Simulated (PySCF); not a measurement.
FK, charge +1, doublet, geometry from GFN2-xTB of the parent state (such geometries of metal compounds can be far from the true shape) (a state made from the parent by changing its charge; the spin is typed, not shown lowest); TPSS/6-31G** run with PySCF.

PySCF was given this input:
```python
from pyscf import gto, scf, dft

mol = gto.M(
    atom='''
K    -0.00000000   -0.00000000   -0.64992819
F     0.00000000    0.00000000    1.37207062
''',
    basis='6-31g**',
    charge=1,
    spin=1,
    verbose=4,
)

mf = dft.ROKS(mol)
mf.xc = 'tpss'
mf.kernel()
mf.analyze()
```

Output, abridged:

```
PySCF version 2.14.0

[INPUT] verbose = 4
[INPUT] num. atoms = 2
[INPUT] num. electrons = 27
[INPUT] charge = 1
[INPUT] spin (= nelec alpha-beta = 2S) = 1
[INPUT] symmetry False subgroup None
[INPUT] Mole.unit = angstrom
[INPUT] Symbol           X                Y                Z      unit          X                Y                Z       unit  Magmom
[...]
nuclear repulsion = 44.7524017421751
number of shells = 16
number of NR pGTOs = 102
number of NR cGTOs = 36
basis = 6-31g**
ecp = {}

******** <class 'pyscf.dft.roks.ROKS'> ********
method = ROKS
initial guess = minao
damping factor = 0
level_shift factor = 0
DIIS = <class 'pyscf.scf.diis.CDIIS'>
diis_start_cycle = 1
diis_space = 8
diis_damp = 0
SCF conv_tol = 1e-09
SCF conv_tol_grad = None
SCF max_cycles = 50
direct_scf = True
direct_scf_tol = 1e-13
num. doubly occ = 13  num. singly occ = 1
XC library pyscf.dft.libxc version 7.1.2
    S. Lehtola, C. Steigemann, M. J. T. Oliveira, and M. A. L. Marques,  SoftwareX 7, 1–5 (2018)
XC functionals = tpss
    J. Tao, J. P. Perdew, V. N. Staroverov, and G. E. Scuseria,  Phys. Rev. Lett. 91, 146401 (2003)
    J. P. Perdew, J. Tao, V. N. Staroverov, and G. E. Scuseria,  J. Chem. Phys. 120, 6898 (2004)
    J. Tao, J. P. Perdew, V. N. Staroverov, and G. E. Scuseria,  Phys. Rev. Lett. 91, 146401 (2003)
    J. P. Perdew, J. Tao, V. N. Staroverov, and G. E. Scuseria,  J. Chem. Phys. 120, 6898 (2004)
radial grids:
    Treutler-Ahlrichs [JCP 102, 346 (1995); DOI:10.1063/1.469408] (M4) radial grids

becke partition: Becke, JCP 88, 2547 (1988); DOI:10.1063/1.454033
pruning grids: <function nwchem_prune>
grids dens level: 3
symmetrized grids: False
atomic radii adjust function: <function treutler_atomic_radii_adjust>
small_rho_cutoff = 0
Set gradient conv threshold to 3.16228e-05
tot grids = 34304
init E= -699.627525144956
[...]
cycle= 1 E= -699.415421578835  delta_E= 0.212  |g|= 0.144  |ddm|= 0.879
[...]
cycle= 2 E= -699.405639921999  delta_E= 0.00978  |g|= 0.151  |ddm|= 1.08
[...]
cycle= 3 E= -699.422657816317  delta_E= -0.017  |g|= 0.0546  |ddm|= 1.04
[...]
cycle= 4 E= -699.42316241273  delta_E= -0.000505  |g|= 0.0407  |ddm|= 0.0147
[...]
cycle= 5 E= -699.409035419172  delta_E= 0.0141  |g|= 0.101  |ddm|= 1.04
[...]
cycle= 6 E= -699.408703695628  delta_E= 0.000332  |g|= 0.106  |ddm|= 0.00419
[...]
cycle= 7 E= -699.408489523131  delta_E= 0.000214  |g|= 0.109  |ddm|= 0.00249
[...]
cycle= 8 E= -699.420355251317  delta_E= -0.0119  |g|= 0.0979  |ddm|= 1.06
[...]
[...]
[...]
cycle= 32 E= -699.416451555382  delta_E= 0.00136  |g|= 0.143  |ddm|= 0.0248
[...]
cycle= 33 E= -699.419485913406  delta_E= -0.00303  |g|= 0.109  |ddm|= 0.035
[...]
cycle= 34 E= -699.422399140015  delta_E= -0.00291  |g|= 0.0419  |ddm|= 0.284
[...]
cycle= 35 E= -699.408521953772  delta_E= 0.0139  |g|= 0.109  |ddm|= 1.04
[...]
cycle= 36 E= -699.408524811766  delta_E= -2.86e-06  |g|= 0.109  |ddm|= 0.00202
[...]
cycle= 37 E= -699.408564945223  delta_E= -4.01e-05  |g|= 0.109  |ddm|= 0.77
[...]
cycle= 38 E= -699.406892038578  delta_E= 0.00167  |g|= 0.129  |ddm|= 0.373
[...]
cycle= 39 E= -699.406857596257  delta_E= 3.44e-05  |g|= 0.129  |ddm|= 0.0815
[...]
cycle= 40 E= -699.406693549877  delta_E= 0.000164  |g|= 0.131  |ddm|= 0.0903
[...]
cycle= 41 E= -699.409871779284  delta_E= -0.00318  |g|= 0.101  |ddm|= 0.91
[...]
cycle= 42 E= -699.413204915882  delta_E= -0.00333  |g|= 0.0965  |ddm|= 0.995
[...]
cycle= 43 E= -699.420350219236  delta_E= -0.00715  |g|= 0.0971  |ddm|= 0.882
[...]
cycle= 44 E= -699.409583024929  delta_E= 0.0108  |g|= 0.127  |ddm|= 0.892
[...]
cycle= 45 E= -699.41986351687  delta_E= -0.0103  |g|= 0.0958  |ddm|= 0.902
[...]
cycle= 46 E= -699.420610126552  delta_E= -0.000747  |g|= 0.088  |ddm|= 0.123
[...]
cycle= 47 E= -699.42054689155  delta_E= 6.32e-05  |g|= 0.0852  |ddm|= 0.091
[...]
cycle= 48 E= -699.422218145835  delta_E= -0.00167  |g|= 0.0602  |ddm|= 0.199
[...]
cycle= 49 E= -699.418841025757  delta_E= 0.00338  |g|= 0.062  |ddm|= 0.614
[...]
cycle= 50 E= -699.423136751986  delta_E= -0.0043  |g|= 0.0327  |ddm|= 0.493
SCF not converged.
SCF energy = -699.423136751986
**** SCF Summaries ****
Total Energy =                        -699.423136751986249
Nuclear Repulsion Energy =              44.752401742175110
One-electron Energy =                -1045.852828668838583
Two-electron Energy =                  301.677290174677182
Two-electron Coulomb Energy =          345.427086896414608
DFT Exchange-Correlation Energy =      -43.749796721737432
HOMO-LUMO gap [eV] =                    11.342998546359135
**** MO energy ****
                Roothaan           | alpha              | beta
[...]
 ** Mulliken pop on meta-lowdin orthogonal AOs  **
 ** Mulliken pop  **
[...]
 ** Mulliken atomic charges  **
charge of    0K =      0.99016
charge of    1F =      0.00984

WARN: System has nonzero charge 1; the dipole moment is origin-dependent.
Location of origin: [0. 0. 0.]

Dipole moment(X, Y, Z, Debye):  0.00049, -0.00794, -2.89981
```

The run did not converge; its last values are not results.
